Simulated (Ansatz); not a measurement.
These are frozen-core CCSD(T)/def2-TZVPP // r2SCAN-D4/def2-SVP (Ansatz, a first-principles code) values and carry that method's errors.

Ansatz 0.2 input:
```yaml
crystal:
  periodic: [false, false, false]
  atoms:
    - { symbol: Cd, position_ang: [0.072251, -0.001583, -0.20965] }
    - { symbol: O, position_ang: [1.553964, 1.26142, 0.056293] }
    - { symbol: H, position_ang: [1.849681, 1.241719, 0.976913] }
    - { symbol: N, position_ang: [-1.435258, -1.197142, -0.768483] }
    - { symbol: H, position_ang: [-2.277097, -1.007063, -0.219724] }
    - { symbol: H, position_ang: [-1.212614, -2.178463, -0.585744] }
basis:
  gaussian: { orbitals: def2-TZVPP }
correlation:
  method: ccsd_t
```

Output:

```
Functional definition: HF
1024 factors; integrals over basis functions are off by at most 9.9e-4 eV
mean field evaluation 1: about -8102.7490 eV, gradient 5.2e1 eV
mean field evaluation 2: about -8103.0445 eV, gradient 5.3e1 eV
mean field evaluation 4: about -8108.0798 eV, gradient 3.2e0 eV
mean field evaluation 8: about -8108.1265 eV, gradient 3.9e-1 eV
mean field evaluation 16: about -8108.1271 eV, gradient 1.4e-6 eV
mean field -8108.12707289 eV, -297.9681740429 hartree, gradient 1.4e-6 eV, S^2 0.000000; 0 other end points of the search recorded, 0 dependent functions left out
2 core orbitals not correlated
reference -8108.12707289 eV, -297.9681740429 hartree; 17, 17 occupied and 141, 141 virtual orbitals, 1024 factors
second order -32.49842596 eV of doubles, -0.00000000 eV of singles
cycle   1  -30.88646024 eV  change     1.6e0 eV  update   1.3e-1
cycle   2  -31.58383257 eV  change   -7.0e-1 eV  update   4.4e-2
cycle   3  -31.76724128 eV  change   -1.8e-1 eV  update   2.5e-2
cycle   4  -31.74029750 eV  change    2.7e-2 eV  update   9.6e-3
cycle   5  -31.72253854 eV  change    1.8e-2 eV  update   3.9e-3
cycle   6  -31.72601632 eV  change   -3.5e-3 eV  update   1.6e-3
cycle   7  -31.72677430 eV  change   -7.6e-4 eV  update   4.4e-4
cycle   8  -31.72622054 eV  change    5.5e-4 eV  update   2.1e-4
cycle   9  -31.72618363 eV  change    3.7e-5 eV  update   8.3e-5
cycle  10  -31.72634052 eV  change   -1.6e-4 eV  update   3.9e-5
cycle  11  -31.72624329 eV  change    9.7e-5 eV  update   1.6e-5
cycle  12  -31.72625717 eV  change   -1.4e-5 eV  update   7.0e-6
perturbative correction -1.05999375 eV, -0.0389540519 hartree
Total energy: -8140.91332382 eV, -299.1730465410 hartree
```

Cost: roughly 40 core-seconds.
